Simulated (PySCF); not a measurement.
C₆H₅FS, SMILES C=Cc1ccc(F)s1, GFN2-xTB optimised geometry.

```
13

C     -1.10    -2.59     0.00
C     -1.44    -1.31     0.00
C     -0.51    -0.21     0.00
C      0.86    -0.21     0.00
C      1.43     1.08     0.00
C      0.47     2.05     0.00
F      0.68     3.36     0.00
S     -1.14     1.42     0.00
H     -1.85    -3.36     0.00
H     -0.08    -2.92     0.00
H     -2.48    -1.02     0.00
H      1.45    -1.10     0.00
H      2.48     1.29     0.00
```

Density from CAM-B3LYP/def2-TZVP in PySCF at that geometry.

Minimum of the electron density along straight lines between bonded atoms, close to the bond critical point (lines longer than 1.1 times the sum of covalent radii, or with two minima, are not listed):

| bond | length / Å | ρ at the minimum / e bohr⁻³ | ∇²ρ there / e bohr⁻⁵ | position (fraction from the first atom) |
|---|---|---|---|---|
| C1–C2 | 1.330 | 0.355 | -1.10 | 0.49 |
| C2–C3 | 1.441 | 0.292 | -0.85 | 0.49 |
| C3–C4 | 1.369 | 0.331 | -0.97 | 0.51 |
| C4–C5 | 1.409 | 0.308 | -0.89 | 0.50 |
| C5–C6 | 1.357 | 0.338 | -1.01 | 0.47 |
| C6–F7 | 1.334 | 0.273 | (withheld) | 0.33 |
| C3–S8 | 1.746 | 0.209 | (withheld) | 0.47 |
| C6–S8 | 1.725 | 0.218 | (withheld) | 0.50 |
| C1–H9 | 1.075 | 0.290 | -1.05 | 0.65 |
| C1–H10 | 1.076 | 0.289 | -1.04 | 0.65 |
| C2–H11 | 1.082 | 0.288 | -1.04 | 0.65 |
| C4–H12 | 1.074 | 0.291 | -1.06 | 0.65 |
| C5–H13 | 1.074 | 0.289 | -1.05 | 0.65 |

Q: Some entries are withheld; supply them.

A: 
- C6–F7, ∇²ρ there / e bohr⁻⁵: -0.07
- C3–S8, ∇²ρ there / e bohr⁻⁵: -0.41
- C6–S8, ∇²ρ there / e bohr⁻⁵: -0.48
